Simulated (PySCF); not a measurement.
**Magnetisability: `C=C(SC)S(=O)(=O)O`, C₃H₆O₃S₂**

Cartesian coordinates in Å; atom numbers follow the order of the lines, from 1:
```xyz
14

C     0.1019   -2.2240   -0.3448
C     0.3324   -0.9253   -0.2215
S     1.3504    0.0174   -1.2639
C     0.8628    1.7358   -0.9446
S    -0.4143   -0.1186    1.1915
O    -1.0865   -1.0882    1.9989
O     0.4988    0.7833    1.8111
O    -1.5762    0.7504    0.4661
H     0.5091   -2.8031   -1.1556
H    -0.4966   -2.7233    0.3958
H     1.0232    1.9724    0.1016
H     1.5053    2.3382   -1.5799
H    -0.1779    1.8764   -1.2175
H    -2.4331    0.4083    0.7258
```

The calculation used PySCF 2.14.0, GIAO BHandHLYP/pcSseg-1 magnetisability, rotational g tensor and spin-rotation constants, non-relativistic, gas phase. Geometry: GFN2-xTB.

What are the magnetisability and the molar susceptibility?

Isotropic -1340 × 10⁻³⁰ J/T², or -80.7 × 10⁻⁶ cm³/mol; principal values -1457, -1337, -1225 × 10⁻³⁰ J/T², anisotropy 201 × 10⁻³⁰ J/T² (root of half the summed squared differences of the principal values). The susceptibility is in cgs units.

Split it along the inertial axes a, b, c into diamagnetic and paramagnetic parts about the centre of mass, with the quadrupole moment.


| axis | χ (10⁻⁶ cm³/mol) | diamagnetic (10⁻⁶ cm³/mol) | paramagnetic (10⁻⁶ cm³/mol) | summed x² of all electrons (Å²) | quadrupole Θ (D Å) |
| --- | --- | --- | --- | --- | --- |
| a | -75.6 | -641.4 | 565.8 | 179.9 | -3.73 |
| b | -80.3 | -948.1 | 867.9 | 107.6 | +5.59 |
| c | -86.2 | -1219.4 | 1133.2 | 43.6 | -1.86 |

Anisotropies 2χaa − χbb − χcc = +15.3 and 2χbb − χaa − χcc = +1.2 × 10⁻⁶ cm³/mol. Θ is traceless in Buckingham's convention.

And the rotational g tensor?


```tsv
axis	rotational constant (GHz)	g	nuclear part	electronic part
a	2.2776	-0.0326	0.5729	-0.6054
b	1.3532	-0.0198	0.5319	-0.5517
c	1.0459	-0.0103	0.5465	-0.5568
```
Asymmetric top; isotopes 12C, 1H, 16O, 32S; no vibrational averaging.
